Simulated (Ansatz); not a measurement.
Computed with Ansatz on PBE0-D4/def2-TZVP structures; ΔE is electronic, products minus reactants. CBS: MP2 limit from def2 TZ/QZ plus the TZ coupled-cluster correction, frozen cores. This one scheme is used for every species. DFT in def2-TZVPP. One conformer a species, not always the lowest.

Reaction (substitution at a C–O bond): `OCB[SiH3]` + `BS` → `BSCB[SiH3]` + H₂O

| level | ΔE (kJ/mol) | difference from CCSD(T)/CBS |
| --- | --- | --- |
| PBE-D4 | -50.2 | 6.5 |
| r2SCAN-D4 | -47.7 | 9.0 |
| PBE0-D4 | -50.7 | 6.0 |
| ωB97M-V | -47.3 | 9.4 |
| B2PLYP | -44.0 | 12.7 |
| PBE | -43.2 | 13.5 |
| r2SCAN | -45.7 | 11.0 |
| PBE0 | -44.3 | 12.4 |
| MP2/def2-TZVPP | -59.8 | -3.1 |
| SCS-MP2/def2-TZVPP | -51.3 | 5.4 |
| CCSD/def2-TZVPP | -45.9 | 10.8 |
| CCSD(T)/def2-TZVPP | -50.0 | 6.7 |
| MP2/def2-QZVPP | -63.9 | -7.2 |
| SCS-MP2/def2-QZVPP | -55.2 | 1.5 |
| MP2/CBS(def2) | -66.5 | -9.8 |
| CCSD/CBS(def2) | -52.6 | 4.1 |
| CCSD(T)/CBS | -56.7 | 0 |

Largest T1 diagnostic among the species: 0.015.

The D4 term adds −11.3 kJ/mol with B3LYP and −6.4 kJ/mol with PBE0; it sums over pairs of atoms, weighted by their polarisabilities, and B3LYP, whose exchange is more repulsive, gets the larger term. In def2-TZVPP, CCSD(T) changes the Hartree–Fock value by −22.6 kJ/mol (the triples alone add −4.1 kJ/mol) and MP2 by −32.4 kJ/mol.

B3LYP here is the variant with VWN-RPA as its local correlation; programs differ in this.
